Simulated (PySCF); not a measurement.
B₂F₄, charge +1, quartet, geometry from GFN2-xTB of the parent state (a state made from the parent by changing its charge; the spin is typed, not shown lowest); PySCF with PBE0/STO-3G.

Here is a job for PySCF.
```python
from pyscf import gto, scf, dft

mol = gto.Mole()
mol.atom = '''
    F    -1.526708   -0.947127    0.671788
    B    -0.979679   -0.056707   -0.049235
    F    -1.550747    0.768993   -0.826450
    B     0.979679    0.056707    0.049235
    F     1.625689   -0.731104   -0.708384
    F     1.451766    0.909237    0.863046
'''
mol.basis = 'sto-3g'
mol.charge = 1
mol.spin = 3
mol.verbose = 5
mol.build()

mf = dft.ROKS(mol)
mf.xc = 'pbe0'
mf.kernel()
mf.analyze()
```

Output, abridged:

```
PySCF version 2.14.0

[INPUT] verbose = 5
[INPUT] max_memory = 4000
[INPUT] num. atoms = 6
[INPUT] num. electrons = 45
[INPUT] charge = 1
[INPUT] spin (= nelec alpha-beta = 2S) = 3
[INPUT] symmetry False subgroup None
[INPUT] Mole.unit = angstrom
[INPUT] Symbol           X                Y                Z      unit          X                Y                Z       unit  Magmom
[...]
[INPUT] ---------------- BASIS SET ----------------
[INPUT] l, kappa, [nprim/nctr], expnt,             c_1 c_2 ...
[INPUT] B
[...]
                                8.8873622         0.53532814
                                2.405267          0.44463454
[...]
                                0.5198205         0.39951283
                                0.1690618         0.70011547
[...]
                                0.5198205         0.60768372
                                0.1690618         0.39195739
[INPUT] F
[...]
                                30.360812         0.53532814
                                8.2168207         0.44463454
[...]
                                1.5022812         0.39951283
                                0.4885885         0.70011547
[...]
                                1.5022812         0.60768372
                                0.4885885         0.39195739

nuclear repulsion = 203.013610152575
number of shells = 18
number of NR pGTOs = 90
number of NR cGTOs = 30
basis = sto-3g
ecp = {}

******** <class 'pyscf.dft.roks.ROKS'> ********
method = ROKS
initial guess = minao
damping factor = 0
level_shift factor = 0
DIIS = <class 'pyscf.scf.diis.CDIIS'>
diis_start_cycle = 1
diis_space = 8
diis_damp = 0
SCF conv_tol = 1e-09
SCF conv_tol_grad = None
SCF max_cycles = 50
direct_scf = True
direct_scf_tol = 1e-13
num. doubly occ = 21  num. singly occ = 3
XC library pyscf.dft.libxc version 7.1.2
    S. Lehtola, C. Steigemann, M. J. T. Oliveira, and M. A. L. Marques,  SoftwareX 7, 1–5 (2018)
XC functionals = pbe0
    C. Adamo and V. Barone,  J. Chem. Phys. 110, 6158 (1999)
    M. Ernzerhof and G. E. Scuseria,  J. Chem. Phys. 110, 5029 (1999)
radial grids:
    Treutler-Ahlrichs [JCP 102, 346 (1995); DOI:10.1063/1.469408] (M4) radial grids

becke partition: Becke, JCP 88, 2547 (1988); DOI:10.1063/1.454033
pruning grids: <function nwchem_prune>
grids dens level: 3
symmetrized grids: False
atomic radii adjust function: <function treutler_atomic_radii_adjust>
small_rho_cutoff = 0
Set gradient conv threshold to 3.16228e-05
atom F rad-grids = 75, ang-grids = [ 50  50  50  50  50  50  50  50  50  50  50  50  50  50  50  50  50  50
  50  50  50  50  86  86  86  86  86  86  86  86  86 266 266 266 266 266
 266 302 302 302 302 302 302 302 302 302 302 302 302 302 302 302 302 302
 302 302 266 266 266 266 266 266 266 266 266 266 266 266 266 266 266 266
 266 266 266]
atom B rad-grids = 75, ang-grids = [ 50  50  50  50  50  50  50  50  50  50  50  50  50  50  50  50  50  50
  50  50  50  50  50  86  86  86  86  86  86  86  86  86 266 266 266 266
 266 266 266 302 302 302 302 302 302 302 302 302 302 302 302 302 302 302
 302 302 302 302 266 266 266 266 266 266 266 266 266 266 266 266 266 266
 266 266 266]
tot_boxes 2016, boxes in each direction [12 10 10]
Padding 4 grids
tot grids = 85144
nelec by numeric integration = [22.64797249 22.64797249]
E1 = -1013.2094647012095  E2 = 366.98547811811244  Ecoul = 416.3084898817028  Exc = -49.323011763590365
init E= -443.210376430522
cond(S) = 6.034015318565972
[...]
                  Roothaan           | alpha              | beta
  Highest 2-occ = -0.521081515620569 |  -0.52108151562057 |  -0.52108151562057
  Lowest 0-occ =  0.00762688049175969 | 0.00762688049175876 | 0.00762688049175876
  1-occ =         -0.520850241379631 |  -0.52085024137963 |  -0.52085024137963
  1-occ =          -0.29894575314667 | -0.298945753146668 | -0.298945753146668
  1-occ =         -0.00243900701613864 | -0.00243900701613282 | -0.00243900701613282
  Roothaan mo_energy =
[-2.48772403e+01 -2.48772341e+01 -2.48770893e+01 -2.48770788e+01
 -6.64002409e+00 -6.63930872e+00 -1.46750649e+00 -1.45773553e+00
 -1.41509027e+00 -1.41473439e+00 -7.07900226e-01 -6.87018778e-01
 -6.32689596e-01 -6.31678788e-01 -6.12522319e-01 -5.90644040e-01
 -5.89812407e-01 -5.63885470e-01 -5.28086357e-01 -5.27760342e-01
 -5.21081516e-01 -5.20850241e-01 -2.98945753e-01 -2.43900702e-03
  7.62688049e-03  1.71817686e-01  2.92830300e-01  3.52209723e-01
  4.85109541e-01  5.05146416e-01]
nelec by numeric integration = [23.99999741 20.99999801]
E1 = -1008.357190386797  E2 = 363.5476611510425  Ecoul = 413.1049930766455  Exc = -49.55733192560298
cycle= 1 E= -441.795919083179  delta_E= 1.41  |g|= 0.435  |ddm|= 2.69
[...]
                  Roothaan           | alpha              | beta
  Highest 2-occ = -0.554791826869423 | -0.574937751712978 | -0.507251477845396
  Lowest 0-occ =   -0.17855505969327 | -0.221085923525975 | -0.135968891895424
  1-occ =         -0.534153195959503 | -0.599251035689541 | -0.468392748683313
  1-occ =         -0.449118385843189 | -0.518054465449741 | -0.367634698158529
  1-occ =         -0.219030719365594 | -0.286984408624914 | -0.143479679060352
  Roothaan mo_energy =
[-24.81847451 -24.8184659  -24.80210532 -24.80202744  -7.08718367
  -7.08124806  -1.50020483  -1.48917383  -1.47293721  -1.46243223
  -0.7784403   -0.73352786  -0.7192203   -0.70057342  -0.69447227
  -0.6764648   -0.67168145  -0.62172749  -0.57358872  -0.5625898
  -0.55479183  -0.5341532   -0.44911839  -0.21903072  -0.17855506
  -0.03769533   0.14470991   0.16789521   0.2861855    0.30628847]
nelec by numeric integration = [23.9999974  20.99999716]
E1 = -1005.9458491439598  E2 = 361.177172433947  Ecoul = 410.0247459430003  Exc = -48.84757350905326
cycle= 2 E= -441.755066557437  delta_E= 0.0409  |g|= 0.567  |ddm|= 0.972
[...]
                  Roothaan           | alpha              | beta
  Highest 2-occ = -0.574500243042987 | -0.594936811798817 | -0.556470348081696
[...]
SCF not converged.
Total Energy =                        -441.884839603067064
[...]
1 B 2px         -0.00159  -0.03971   0.24898   0.00008   0.00414
1 B 2py          0.19019   0.33725   0.01375   0.00004  -0.02386
1 B 2pz         -0.14772   0.39068   0.01418  -0.00022   0.01906
2 F 1s           0.00044  -0.00000  -0.00006   0.00000  -0.00034
2 F 2s          -0.14633   0.00128  -0.01855  -0.00017  -0.01512
2 F 2px          0.27547  -0.04909   0.49352  -0.00164  -0.46796
2 F 2py         -0.21669   0.39864   0.10719  -0.00214  -0.21784
2 F 2pz          0.23697   0.45076  -0.04263  -0.00015   0.40935
3 B 1s           0.00001   0.00000   0.00341  -0.00002   0.00001
3 B 2s          -0.00054  -0.00001  -0.06076   0.00068   0.00010
3 B 2px          0.00225   0.00068   0.11706  -0.00115   0.00186
3 B 2py         -0.20319  -0.00439   0.00583  -0.00421  -0.01950
3 B 2pz          0.20900  -0.01743   0.00546   0.00447   0.00059
4 F 1s          -0.00000  -0.00005   0.00016   0.00000   0.00012
4 F 2s          -0.00185  -0.01495   0.01319   0.00010   0.00276
4 F 2px         -0.00400  -0.03924   0.43448  -0.00152  -0.17264
4 F 2py         -0.32900   0.06902   0.07393   0.48476  -0.10453
4 F 2pz          0.35132   0.03898   0.06638  -0.50388  -0.14568
5 F 1s           0.00000   0.00004   0.00016   0.00000  -0.00012
5 F 2s           0.00187   0.01510   0.01459   0.00027  -0.00293
5 F 2px          0.00817   0.02486   0.43971  -0.00101   0.20454
5 F 2py         -0.31892   0.07259  -0.01762  -0.49265  -0.08486
5 F 2pz          0.34115   0.04347  -0.01586   0.51804  -0.12662
               #21       #22       #23       #24       #25
0 F 1s           0.00014  -0.00009  -0.00089   0.00055  -0.00013
0 F 2s           0.00686  -0.00445   0.01899  -0.02892   0.00651
0 F 2px          0.14405  -0.14975   0.36730  -0.06029   0.04136
0 F 2py          0.28892   0.26874   0.03751  -0.07435  -0.23048
0 F 2pz          0.59866   0.12954   0.00524  -0.03579  -0.27632
1 B 1s          -0.00001  -0.00000   0.00645   0.00000  -0.00001
1 B 2s           0.00085  -0.00022  -0.32300   0.00001   0.00030
1 B 2px          0.00184  -0.00042  -0.37899  -0.01067  -0.06250
1 B 2py         -0.00548   0.00448  -0.02239   0.02504   0.55773
1 B 2pz          0.01198  -0.00601  -0.01857   0.18634   0.60361
2 F 1s          -0.00013   0.00009  -0.00090  -0.00055   0.00013
2 F 2s          -0.00592   0.00445   0.01934   0.02896  -0.00658
2 F 2px         -0.13943   0.14595   0.36528   0.07153   0.01313
2 F 2py         -0.56040  -0.04734   0.00384  -0.06691  -0.23159
2 F 2pz         -0.37273  -0.23780   0.03215  -0.02950  -0.27761
3 B 1s          -0.00002   0.00001   0.00767  -0.00000   0.00001
3 B 2s           0.00086  -0.00060  -0.35165   0.00019  -0.00030
3 B 2px         -0.00226   0.00495   0.37711   0.00155  -0.00926
3 B 2py          0.00185  -0.01852   0.02218  -0.59149   0.19824
3 B 2pz          0.01072  -0.02607   0.01934   0.64700  -0.04290
4 F 1s          -0.00008   0.00029  -0.00094  -0.00010  -0.00059
4 F 2s          -0.00200   0.00759   0.03124   0.00552   0.03082
4 F 2px          0.12819  -0.44753  -0.32217  -0.01232  -0.06051
4 F 2py          0.09792  -0.32748  -0.02167   0.20657  -0.01697
4 F 2pz          0.07904  -0.30559  -0.02077  -0.20870   0.06124
5 F 1s           0.00008  -0.00029  -0.00094   0.00010   0.00059
5 F 2s           0.00212  -0.00810   0.03096  -0.00556  -0.03072
5 F 2px         -0.14500   0.51410  -0.32531   0.00909   0.05571
5 F 2py          0.08548  -0.27741  -0.01450   0.20876  -0.01040
5 F 2pz          0.06303  -0.25506  -0.01160  -0.20828   0.06719
               #26       #27       #28       #29       #30
0 F 1s          -0.00218   0.00346  -0.00221   0.00419   0.00193
0 F 2s           0.08090  -0.15296   0.10423  -0.20345  -0.09361
0 F 2px          0.14636   0.00801  -0.05681  -0.20364  -0.09455
0 F 2py          0.09753  -0.20874   0.14746  -0.18087  -0.05444
0 F 2pz         -0.07051   0.18270  -0.13431   0.11351   0.08446
1 B 1s           0.01523  -0.00968   0.00274  -0.00002  -0.00001
1 B 2s          -0.57246   0.43320  -0.13343   0.00097   0.00047
1 B 2px         -0.27203  -0.45411   0.52525   0.00238   0.01319
1 B 2py         -0.01602  -0.02542   0.03008  -0.51748  -0.34284
1 B 2pz         -0.01284  -0.02344   0.02705   0.53736   0.12735
2 F 1s          -0.00219   0.00347  -0.00221  -0.00417  -0.00193
2 F 2s           0.08126  -0.15347   0.10454   0.20279   0.09330
2 F 2px          0.14896   0.00147  -0.05203   0.21024   0.09115
2 F 2py         -0.08089   0.20929  -0.15380  -0.15577  -0.04375
2 F 2pz          0.08520  -0.18235   0.12878   0.13384   0.09292
3 B 1s          -0.01667  -0.00966  -0.00524   0.00001  -0.00002
3 B 2s           0.59957   0.40098   0.22338  -0.00055   0.00097
3 B 2px         -0.28345   0.34311   0.62475   0.02566  -0.05743
3 B 2py         -0.01670   0.01901   0.03556  -0.15975   0.58646
3 B 2pz         -0.01489   0.01664   0.03053  -0.33276   0.48258
4 F 1s           0.00223   0.00291   0.00287   0.00189  -0.00416
4 F 2s          -0.08383  -0.12776  -0.13400  -0.09209   0.20177
4 F 2px          0.13638   0.02047  -0.03016   0.09437  -0.20221
4 F 2py         -0.07331  -0.15412  -0.17463  -0.08021   0.12169
4 F 2pz         -0.07080  -0.14773  -0.16698  -0.03651   0.13565
5 F 1s           0.00222   0.00290   0.00286  -0.00190   0.00418
5 F 2s          -0.08354  -0.12729  -0.13353   0.09246  -0.20249
5 F 2px          0.11942  -0.01301  -0.06738  -0.08058   0.17260
5 F 2py          0.08784   0.15463   0.16893  -0.09083   0.14428
5 F 2pz          0.08361   0.14807   0.16215  -0.04565   0.15533
 ** Mulliken pop on meta-lowdin orthogonal AOs  **
 ** Mulliken pop  **
[...]
 ** Mulliken atomic charges  **
charge of    0F =      0.22797
charge of    1B =      0.20971
charge of    2F =      0.19248
charge of    3B =     -0.12261
charge of    4F =      0.24151
charge of    5F =      0.25094

WARN: System has nonzero charge 1; the dipole moment is origin-dependent.
Location of origin: [0. 0. 0.]

Dipole moment(X, Y, Z, Debye): -1.04174, -0.17427,  0.10058
```

The run did not converge; its last values are not results.
